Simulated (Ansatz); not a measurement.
Compare A (`C=C=C(F)N[SiH3]`) with its isomer B (`C=N/C(F)=C/[SiH3]`).

Isolated molecules relaxed with PBE0-D4/def2-TZVP in Ansatz; ΔE leaves out vibrations. CCSD(T)/CBS adds triple-zeta CCSD(T) − MP2 to the extrapolated MP2 energy (def2 sets, frozen cores). DFT in def2-TZVPP. B3LYP here is the variant with VWN-RPA as its local correlation; programs differ in this. One conformer a species, not always the lowest.

Q: Which is lower in electronic energy at CCSD(T)/CBS, and by how much? (Estimate.)

A: The calculation gave: B, by 17.0 kJ/mol.

Q: Give E(B) − E(A) in kJ/mol with CCSD(T)/def2-TZVPP, B3LYP-D4, B3LYP, PBE-D4, B2PLYP, CCSD/def2-TZVPP, r2SCAN-D4. (Best estimate.)

A: Computed: CCSD(T)/def2-TZVPP -20.9, B3LYP-D4 -13.8, B3LYP -15.2, PBE-D4 -17.2, B2PLYP -16.9, CCSD/def2-TZVPP -18.4, r2SCAN-D4 -17.4. None reverses the order clearly.

Largest T1 diagnostic: 0.014.
